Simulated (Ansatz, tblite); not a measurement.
Isomers of Si$_{3}$Te (singlet), found by a short tight-binding search and relaxed with PBE-D4/def2-SVP in Ansatz.

In the def2 sets Te takes a core potential; there is no spin–orbit coupling. The xTB rows come from tblite. Correlated methods freeze 19 core orbitals; core or outer-core shells of Te are correlated, in sets that lack core-valence functions.

Run but left out: HF/def2-TZVPP (A: restricted singlet, unstable towards broken spin symmetry); BHLYP-D4/def2-TZVP (B: restricted singlet, unstable in another Hartree–Fock run and untested here).

A: At CCSD(T)/def2-TZVPP the restricted singlet (for correlated methods, its reference) is unstable: a solution with broken spin symmetry lies lower. B: The restricted singlet is unstable towards broken spin symmetry in Hartree–Fock (as tested in another run); at PBE-D4/def2-TZVP, r2SCAN-D4/def2-TZVP, PBE0-D4/def2-TZVP, ωB97M-V/def2-TZVP this wasn't settled. At CCSD(T)/def2-TZVPP T1 of the charge 0 singlet is large (up to 0.029), so the single-reference result is doubtful. At CCSD(T)/def2-TZVPP the restricted singlet (for correlated methods, its reference) is unstable: a solution with broken spin symmetry lies lower.

Other spin states were run for one of them alone.

A:

```xyz
4

Si    0.071    1.495   -1.340
Si    0.199   -0.751   -0.936
Si   -0.194    0.859    0.840
Te   -0.075   -1.603    1.436
```

B:

Cartesian coordinates in Å:
```
Si -1.256 0.914 0.682
Si 0.936 -1.349 0.427
Si -0.848 -0.714 -0.945
Te 1.167 1.149 -0.164
```

Estimate their order by electronic energy at PBE0-D4/def2-TZVP, counted from the lowest.

A (0.00) < B (0.02), in eV.

Do the other levels pick the same lowest one?

Not GFN1-xTB, GFN2-xTB, ωB97M-V/def2-TZVP, CCSD/def2-TZVPP. Energies above each level's lowest (eV):

```csv
level,A,B
GFN1-xTB,0.06,0.00
GFN2-xTB,0.48,0.00
PBE-D4/def2-TZVP,0.00,0.03
r2SCAN-D4/def2-TZVP,0.00,0.13
PBE0-D4/def2-TZVP,0.00,0.02
ωB97M-V/def2-TZVP,0.06,0.00
MP2/def2-TZVPP,0.00,0.29
CCSD/def2-TZVPP,0.01,0.00
CCSD(T)/def2-TZVPP,0.00,0.05
```
Point groups (tolerance 0.1 Å): A C2v, B Cs. Lower isomers may exist.
